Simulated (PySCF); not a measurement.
Si(F)2(vinyl)(OH) (C₂H₄F₂OSi), SMILES C=C[Si](O)(F)F.

The structure is a stationary point at B3LYP-D3(BJ)/def2-SVP. The structure was generated by enumeration, and PubChem lists no compound with its InChIKey, so it may never have been made. One conformer was computed; it need not be the lowest.

Two levels are set side by side: PBE/def2-TZVP (PySCF) and ωB97X/def2-TZVP (PySCF). Same geometry, gas phase. Differences are taken from unrounded values.

```csv
quantity,PBE
orbital gap (eV),5.38
highest occupied level (eV),-7.37
lowest empty level (eV),-1.99
dipole moment (D),1.53
mean polarisability (bohr³),49.4
```

### Question
These are the PBE values. What does ωB97X give? (An estimate is asked for; the answer gives what the named calculation found.)

### Answer

```
quantity                      ωB97X  PBE minus ωB97X
---------------------------  ------  ---------------
orbital gap (eV)              12.20            -6.82
highest occupied level (eV)  -10.94             3.57
lowest empty level (eV)        1.26            -3.25
dipole moment (D)              1.61            -0.08
mean polarisability (bohr³)    47.2              2.2
```

Without exact exchange PBE keeps part of each electron's self-repulsion, which lifts occupied levels and narrows the gap. PBE's more diffuse valence density responds more strongly to a field. Differences between two approximate levels are no errors against the true value.

Rough cost on one machine, each run with all the roots and properties that it gave: ωB97X against PBE within a factor of 2.
